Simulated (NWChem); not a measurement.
System meant: CHF₂O₃S, doublet; SMILES O=S(=O)(O)[C](F)F

The following NWChem deck was run.

```
start job
memory heap 200 mb stack 900 mb global 1100 mb
geometry units angstroms noautoz
  O     -1.167089    -1.235653    -0.650979
  S      0.033613    -0.683032    -0.067215
  O      1.362351    -1.164988    -0.321389
  O     -0.164745    -0.653275     1.540137
  C      0.039291     1.069033    -0.473922
  F      1.091392     1.733135    -0.085444
  F     -1.077663     1.693669    -0.199453
  H     -1.105633    -0.803866     1.728069
end
basis spherical
  O library def2-svp
  S library def2-svp
  C library def2-svp
  F library def2-svp
  H library def2-svp
end
dft
  odft
  mult 2
  xc b3lyp
  iterations 4
  mulliken
end
task dft energy
```

End of the output:

```
     --------------------------
     Expectation value of S2:
     --------------------------
      <S2> =      0.7523 (Exact =     0.7500)

 center of mass
 --------------
 x =   0.01456853 y =   0.06360442 z =  -0.02381469

 moments of inertia (a.u.)
 ------------------
         880.376945273421           0.000000000000          -0.000000000000
           0.000000000000         535.132517337894          -0.000000000000
          -0.000000000000          -0.000000000000        1044.460920015757

     Multipole analysis of the density
     ---------------------------------

     L   x y z        total         alpha         beta         nuclear
     -   - - -        -----         -----         ----         -------
     0   0 0 0     -0.000000    -33.000000    -32.000000     65.000000

     1   1 0 0     -0.708421     -0.380134     -0.328287      0.000000
     1   0 1 0      0.474599     -0.748988      1.223587      0.000000
     1   0 0 1      0.716948      0.823709     -0.106761      0.000000

     2   2 0 0    -35.289716   -104.625143   -103.252126    172.587552
     2   1 1 0      1.477746     -0.226640     -0.151372      1.855758
     2   1 0 1     -2.711453      0.319364      0.221169     -3.251986
     2   0 2 0    -33.707512   -189.238615   -183.586767    339.117871
     2   0 1 1     -2.414759      1.576130     -0.911735     -3.079155
     2   0 0 2    -31.838381    -66.351369    -63.334413     97.847401

 ------------------------------------------------------------------------
 dft energy failed                                                                                  0
 ------------------------------------------------------------------------
 ------------------------------------------------------------------------
  current input line :
    27: task dft energy
 ------------------------------------------------------------------------
 ------------------------------------------------------------------------
 This type of error is most commonly associated with calculations not reaching convergence criteria
 ------------------------------------------------------------------------
 For more information see the NWChem manual at https://nwchemgit.github.io

0:dft energy failed:Received an Error in Communication
```

### Question
Can this run be used? If not, why, and what is the fix?

### Answer
Convergence was not reached. Cause: the SCF was allowed too few iterations. This input runs:
```
start job
memory heap 200 mb stack 900 mb global 1100 mb
geometry units angstroms noautoz
  O     -1.167089    -1.235653    -0.650979
  S      0.033613    -0.683032    -0.067215
  O      1.362351    -1.164988    -0.321389
  O     -0.164745    -0.653275     1.540137
  C      0.039291     1.069033    -0.473922
  F      1.091392     1.733135    -0.085444
  F     -1.077663     1.693669    -0.199453
  H     -1.105633    -0.803866     1.728069
end
basis spherical
  * library def2-svp
end
dft
  odft
  mult 2
  xc b3lyp
  iterations 150
  mulliken
end
task dft energy
```
It converges to -861.62016 Ha (B3LYP/def2-SVP, spin-unrestricted).
